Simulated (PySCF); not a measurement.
Orbital picture of IF⁺

PBE0 at R = 1.884 Å; I def2-SVP with ECP28, F def2-SVP; scalar-relativistic core potentials (PySCF 2.14). State: ⁴Σ⁻ (quartet), unpaired electrons σ ↑, π ↑↑, a second solution, started from another occupation. Only the outer orbitals are listed, counted within each symmetry, core potentials removing the inner ones.

```csv
spin,orbital,occ.,ε (eV),on I (%),main shells (%)
α,5σ,1,-40.45,7,90 F s
α,6σ,1,-29.72,90,90 I s
α,7σ,1,-21.77,31,"66 F p, 26 I p"
α,3π,1,-20.42,26,"74 F p, 25 I p"
α,3π,1,-20.42,26,"74 F p, 25 I p"
α,4π,1,-17.33,76,"75 I p, 24 F p"
α,4π,1,-17.33,76,"75 I p, 24 F p"
α,8σ,1,-13.81,79,"72 I p, 22 F p"
α,9σ,0,-1.00,101,98 I s
α,2δ,0,1.21,100,100 I d
α,2δ,0,1.21,100,100 I d
β,5σ,1,-38.78,8,90 F s
β,6σ,1,-27.09,87,87 I s
β,7σ,1,-19.58,37,"60 F p, 29 I p"
β,3π,1,-18.57,18,"82 F p, 17 I p"
β,3π,1,-18.57,18,"82 F p, 17 I p"
β,4π,0,-13.03,84,"83 I p, 16 F p"
β,4π,0,-13.03,84,"83 I p, 16 F p"
β,8σ,0,-9.50,78,"71 I p, 24 F p"
```

Problem. Which are the highest filled and the lowest empty level, where do they sit, and how wide is the gap?

Solution. Highest filled α 8σ at -13.81 eV (in %: 72 I p, 22 F p); lowest empty β 4π at -13.03 eV (in %: 83 I p, 16 F p); the gap at PBE0 is 0.78 eV.

| Property | Result |
| --- | --- |
| bond order (Mayer) | 1.12 |
| ⟨S²⟩ | 3.754 |
| charge on I (Mulliken, basis-dependent) | 1.20 |
| charge on I (Löwdin, basis-dependent) | 1.18 |
| dipole moment (positive dipole points towards F; it is taken about the centre of mass and depends on that origin) | -2.06 D |

Shares are Mulliken populations and can fall outside 0 to 100 %.

Spin–orbit coupling is left out.
